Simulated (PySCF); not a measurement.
CH₅F₂NOSi, SMILES N[Si@](O)(F)CF. Atoms are numbered in the order given.

```xyz
11

N      1.5029    -0.6320     0.5592
Si     0.1785     0.3463     0.1516
O      0.5980     1.4122    -1.0457
F     -0.3592     1.2844     1.3782
C     -1.2672    -0.8077    -0.2346
F     -0.7999    -1.9216    -0.9348
H      2.4621    -0.3061     0.5184
H      1.4247    -1.6346     0.4236
H      0.1396     2.2607    -1.0569
H     -1.7485    -1.1534     0.6984
H     -2.0466    -0.3072    -0.8368
```

Geometry optimised at B3LYP-D3(BJ)/def2-SVP. The structure was generated by enumeration; whether it is a known compound was not checked. One conformer was computed; it need not be the lowest.

Two levels are set side by side: PBE/pcSseg-1 (PySCF) and PBE0/pcSseg-1 (PySCF). GIAO shifts against CFCl3 (¹⁹F), H2O (¹⁷O), NH3 (¹⁵N), TMS (²⁹Si), TMS (¹H), TMS (¹³C) at the same level; non-relativistic, no solvent, atoms listed together averaged. Differences are taken from unrounded values.

```json
[
 {"quantity": "δ(¹⁵N) of N1 (ppm)", "PBE0": "27.5"},
 {"quantity": "δ(²⁹Si) of Si2 (ppm)", "PBE0": "-28.5"},
 {"quantity": "δ(¹⁷O) of O3 (ppm)", "PBE0": "52.9"},
 {"quantity": "δ(¹⁹F) of F4 (ppm)", "PBE0": "-150.2"},
 {"quantity": "δ(¹³C) of C5 (ppm)", "PBE0": "77.7"},
 {"quantity": "δ(¹⁹F) of F6 (ppm)", "PBE0": "-308.4"},
 {"quantity": "δ(¹H) of H9 (ppm)", "PBE0": "2.09"},
 {"quantity": "δ(¹H) of H10, H11 (ppm)", "PBE0": "4.66"}
]
```

Q: What does PBE give, and how far is it from PBE0? (Estimate from the structure and the level; the computed values follow.)

A: 
| quantity | PBE | PBE minus PBE0 |
|---|---|---|
| δ(¹⁵N) of N1 (ppm) | 31.3 | 3.9 |
| δ(²⁹Si) of Si2 (ppm) | -28.6 | -0.1 |
| δ(¹⁷O) of O3 (ppm) | 60.6 | 7.6 |
| δ(¹⁹F) of F4 (ppm) | -166.5 | -16.3 |
| δ(¹³C) of C5 (ppm) | 80.8 | 3.1 |
| δ(¹⁹F) of F6 (ppm) | -328.3 | -19.9 |
| δ(¹H) of H9 (ppm) | 1.91 | -0.18 |
| δ(¹H) of H10, H11 (ppm) | 4.78 | 0.11 |

Rough cost on one machine, each run with all the roots and properties that it gave: PBE0 against PBE within a factor of 2.
